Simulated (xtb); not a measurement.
Cl4Sn, triplet, from a rough starting geometry (GFN-xTB shapes and energies of metal compounds can be far from the true ones) (a higher spin typed on purpose: for a closed-shell molecule this is an excited state); xtb 6.7.1 with GFN2-xTB.

xtb was given this input:
```
$ xtb mol.xyz --gfn 2 --uhf 2 --opt vtight --json

# file mol.xyz
5

Cl    -1.80490262    -0.79813660    -1.21162335
Sn    -0.01097562     0.04353215    -0.03366648
Cl    -0.34822110     2.23201912     0.36823933
Cl     1.95063075    -0.32354523    -1.23686020
Cl     0.18169777    -1.06937033     2.02425988
```

**Question.** Predict the main parts of the log of this xtb run.

**Answer.** 
```
   ID    Z sym.   atoms
    1   17 Cl     1, 3-5
    2   50 Sn     2

           -------------------------------------------------
          |                Calculation Setup                |
           -------------------------------------------------

           -------------------------------------------------
          |                 G F N 2 - x T B                 |
           -------------------------------------------------

          ...................................................
          :                      SETUP                      :
          :.................................................:
          :  # basis functions                  50          :
          :  # atomic orbitals                  45          :
          :  # shells                           15          :
          :  # electrons                        32          :
          :  max. iterations                   250          :
          :  Hamiltonian                  GFN2-xTB          :
          :  restarted?                      false          :
          :  GBSA solvation                  false          :
          :  PC potential                    false          :
          :  electronic temp.          300.0000000     K    :
          :  accuracy                    1.0000000          :
          :  -> integral cutoff          0.2500000E+02      :
          :  -> integral neglect         0.1000000E-07      :
          :  -> SCF convergence          0.1000000E-05 Eh   :
          :  -> wf. convergence          0.1000000E-03 e    :
          :  Broyden damping             0.4000000          :
          :  net charge                          0          :
          :  unpaired electrons                  2          :
          ...................................................

 iter      E             dE          RMSdq      gap      omega  full diag
   1    -18.7084941 -0.187085E+02  0.107E+01    3.84       0.0  T
   2    -18.4434797  0.265014E+00  0.119E+01    5.73       1.0  T
   3    -20.2105519 -0.176707E+01  0.586E+00    7.00       1.0  T
   4    -20.2756359 -0.650840E-01  0.498E+00    6.84       1.0  T
   5    -20.3015281 -0.258922E-01  0.466E+00    6.74       1.0  T
   6    -20.3445544 -0.430263E-01  0.289E+00    6.64       1.0  T
   7    -20.3448456 -0.291227E-03  0.313E+00    6.53       1.0  T
   8    -20.3402189  0.462668E-02  0.319E+00    6.52       1.0  T
   9    -20.3590079 -0.187890E-01  0.162E+00    6.52       1.0  T
  10    -20.3655207 -0.651275E-02  0.898E-01    6.57       1.0  T
  11    -20.3676186 -0.209793E-02  0.513E-01    6.59       1.0  T
  12    -20.3671365  0.482115E-03  0.690E-01    6.63       1.0  T
  13    -20.3683044 -0.116788E-02  0.316E-01    6.67       1.0  T
  14    -20.3684787 -0.174338E-03  0.223E-01    6.67       1.0  T
  15    -20.3685045 -0.257455E-04  0.186E-01    6.68       1.0  T
  16    -20.3685968 -0.923089E-04  0.872E-02    6.67       1.0  T
  17    -20.3686055 -0.873178E-05  0.690E-02    6.67       1.0  T
  18    -20.3686160 -0.105158E-04  0.382E-02    6.67       1.2  T
  19    -20.3686183 -0.233276E-05  0.234E-02    6.67       1.9  T
  20    -20.3686191 -0.799827E-06  0.166E-02    6.67       2.7  T
  21    -20.3686196 -0.464160E-06  0.981E-03    6.67       4.6  T
  22    -20.3686197 -0.927206E-07  0.628E-03    6.67       7.1  T
  23    -20.3686198 -0.954694E-07  0.253E-03    6.67      17.7  T
  24    -20.3686198 -0.146376E-07  0.788E-04    6.67      56.7  T
  25    -20.3686198 -0.514863E-09  0.539E-04    6.67      83.0  T

   *** convergence criteria satisfied after 25 iterations ***

 transition dipole moment (au) for excitation:          16          17
     X       Y       Z
   0.0280   0.0045  -0.0755  total (au/Debye):    0.081   0.205
 dE (eV)             :    2.728
 oscillator strength :  0.61450E-03

         :::::::::::::::::::::::::::::::::::::::::::::::::::::
         ::                     SUMMARY                     ::
         :::::::::::::::::::::::::::::::::::::::::::::::::::::
         :: total energy             -20.361996257107 Eh    ::
         :: gradient norm              0.100590107496 Eh/a0 ::
         :: HOMO-LUMO gap              6.669309723484 eV    ::
         ::.................................................::
         :: SCC energy               -20.368612355486 Eh    ::
         :: -> isotropic ES           -0.021415753634 Eh    ::
         :: -> anisotropic ES          0.001556689669 Eh    ::
         :: -> anisotropic XC         -0.001172778033 Eh    ::
         :: -> dispersion             -0.006919167376 Eh    ::
         :: repulsion energy           0.006616098379 Eh    ::
         :: add. restraining           0.000000000000 Eh    ::
         :: total charge              -0.000000000000 e     ::
         :::::::::::::::::::::::::::::::::::::::::::::::::::::

      -----------------------------------------------------------
     |                   =====================                   |
     |                        A N C O P T                        |
     |                   =====================                   |
     |               Approximate Normal Coordinate               |
     |                Rational Function Optimizer                |
      -----------------------------------------------------------
      -----------------------------------------------------------
     |                   =====================                   |
     |                        A N C O P T                        |
     |                   =====================                   |
     |               Approximate Normal Coordinate               |
     |                Rational Function Optimizer                |
      -----------------------------------------------------------

          ...................................................
          :                      SETUP                      :
          :.................................................:
[...]
 * total energy  :   -20.3619963 Eh     change        0.9387229E-09 Eh
 * total energy  :   -20.3992421 Eh     change       -0.3724584E-01 Eh
 * total energy  :   -20.4001629 Eh     change       -0.9207836E-03 Eh
 * total energy  :   -20.4003141 Eh     change       -0.1511957E-03 Eh
 * total energy  :   -20.4003194 Eh     change       -0.5281046E-05 Eh
 * total energy  :   -20.4003220 Eh     change       -0.2620834E-05 Eh
 * total energy  :   -20.4003229 Eh     change       -0.9346907E-06 Eh
 * total energy  :   -20.4003231 Eh     change       -0.1595735E-06 Eh
 * total energy  :   -20.4003231 Eh     change       -0.4358704E-07 Eh
   *** GEOMETRY OPTIMIZATION CONVERGED AFTER 9 ITERATIONS ***
[...]
 dE (eV)             :    1.118
 oscillator strength :  0.60937E-08

         :::::::::::::::::::::::::::::::::::::::::::::::::::::
         ::                     SUMMARY                     ::
         :::::::::::::::::::::::::::::::::::::::::::::::::::::
         :: total energy             -20.400323113338 Eh    ::
         :: gradient norm              0.000011427729 Eh/a0 ::
         :: HOMO-LUMO gap              6.624975649000 eV    ::
         ::.................................................::
         :: SCC energy               -20.401167654469 Eh    ::
         :: -> isotropic ES           -0.023853859701 Eh    ::
         :: -> anisotropic ES          0.000407193485 Eh    ::
         :: -> anisotropic XC         -0.000177256607 Eh    ::
         :: -> dispersion             -0.006291335406 Eh    ::
         :: repulsion energy           0.000844541131 Eh    ::
         :: add. restraining           0.000000000000 Eh    ::
         :: total charge              -0.000000000000 e     ::
         :::::::::::::::::::::::::::::::::::::::::::::::::::::

           -------------------------------------------------
          |                Property Printout                |
           -------------------------------------------------

    * Orbital Energies and Occupations

         #    Occupation            Energy/Eh            Energy/eV
      -------------------------------------------------------------
         1        2.0000           -1.0754241             -29.2638
       ...           ...                  ...                  ...
         5        2.0000           -0.8565199             -23.3071
         6        2.0000           -0.4844580             -13.1828
         7        2.0000           -0.4844477             -13.1825
         8        2.0000           -0.4844455             -13.1824
         9        2.0000           -0.4683031             -12.7432
        10        2.0000           -0.4682969             -12.7430
        11        1.9872           -0.4609437             -12.5429
        12        1.9872           -0.4609405             -12.5428
        13        1.9871           -0.4609361             -12.5427
        14        1.6796           -0.4575281             -12.4500
        15        1.6795           -0.4575279             -12.4500
        16        1.6794           -0.4575277             -12.4500
        17        1.0000           -0.4164415             -11.3319 (HOMO)
        18                         -0.1729781              -4.7070 (LUMO)
        19                         -0.1729488              -4.7062
        20                         -0.1728964              -4.7048
        21                         -0.0702481              -1.9115
        22                         -0.0701940              -1.9101
        23                         -0.0077279              -0.2103
        24                         -0.0077268              -0.2103
        25                         -0.0077267              -0.2103
        26                         -0.0068319              -0.1859
        27                         -0.0068311              -0.1859
        28                         -0.0068297              -0.1858
       ...                                ...                  ...
        45                          0.3654850               9.9454
      -------------------------------------------------------------
                  HL-Gap            0.2434634 Eh            6.6250 eV
             Fermi-level           -0.3757619 Eh          -10.2250 eV

     #   Z          covCN         q      C6AA      α(0)
     1  17 Cl       0.771    -0.132   103.103    15.532
     2  50 Sn       3.085     0.528   358.172    37.007
     3  17 Cl       0.771    -0.132   103.103    15.532
     4  17 Cl       0.771    -0.132   103.104    15.533
     5  17 Cl       0.771    -0.132   103.104    15.533

 Mol. C6AA /au·bohr⁶  :       3511.714482
 Mol. C8AA /au·bohr⁸  :     222613.655862
 Mol. α(0) /au        :         99.136916

Wiberg/Mayer (AO) data.
largest (>0.10) Wiberg bond orders for each atom

 ---------------------------------------------------------------------------
     #   Z sym  total        # sym  WBO       # sym  WBO       # sym  WBO
 ---------------------------------------------------------------------------
     1  17 Cl   1.033 --     2 Sn   0.677     5 Cl   0.119     4 Cl   0.119
                             3 Cl   0.119
     2  50 Sn   2.706 --     1 Cl   0.677     3 Cl   0.677     5 Cl   0.676
                             4 Cl   0.676
     3  17 Cl   1.033 --     2 Sn   0.677     4 Cl   0.119     5 Cl   0.119
                             1 Cl   0.119
     4  17 Cl   1.032 --     2 Sn   0.676     3 Cl   0.119     5 Cl   0.119
                             1 Cl   0.119
     5  17 Cl   1.032 --     2 Sn   0.676     4 Cl   0.119     1 Cl   0.119
                             3 Cl   0.119
 ---------------------------------------------------------------------------

Topologies differ in total number of bonds
Writing topology from bond orders to xtbtopo.mol

molecular dipole:
                 x           y           z       tot (Debye)
 q only:        0.000       0.000       0.000
   full:        0.001      -0.000       0.000       0.002
molecular quadrupole (traceless):
                xx          xy          yy          xz          yz          zz
 q only:        0.000      -0.001      -0.000       0.003       0.002       0.000
  q+dip:        0.000      -0.001      -0.001       0.001       0.001       0.001
   full:        0.000      -0.002      -0.002       0.002       0.002       0.001

optimized geometry written to: xtbopt.xyz

           -------------------------------------------------
          | TOTAL ENERGY              -20.400323113338 Eh   |
          | GRADIENT NORM               0.000011427729 Eh/α |
          | HOMO-LUMO GAP               6.624975649000 eV   |
           -------------------------------------------------

normal termination of xtb
```
